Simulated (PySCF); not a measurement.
C4H9N, SMILES NCC(=C)C. The structure is a stationary point at PBE-D3(BJ)/def2-SVP. Other conformers were not sampled.

The numbers are results of PBE-D3(BJ)/def2-SVP (PySCF), not measurements.

Harmonic wavenumbers (cm⁻¹): 94, 183, 249, 283, 404, 414, 543, 700, 779, 829, 878, 906, 940, 1007, 1019, 1068, 1134, 1249, 1272, 1332, 1354, 1377, 1387, 1414, 1423, 1578, 1682, 2880, 2958, 2961, 3037, 3065, 3082, 3161, 3406, 3492. Rotational constants (GHz): 7.416, 3.841, 2.873; symmetry number 1.

Work out the zero-point energy and the ideal-gas rigid-rotor harmonic-oscillator thermochemistry at 298.15 K and 1 atm.

ZPE = ½ Σ hcν = ½ × 53538 cm⁻¹ = 76.54 kcal/mol. H − E(el) = 81.22 kcal/mol. Entropy in cal/(mol K): translation 38.70, rotation 25.78, vibration 13.18, total 77.66. G − E(el) = 58.07 kcal/mol. Cp = 25.29 cal/(mol K). Modes under 150 cm⁻¹ make the vibrational entropy uncertain.
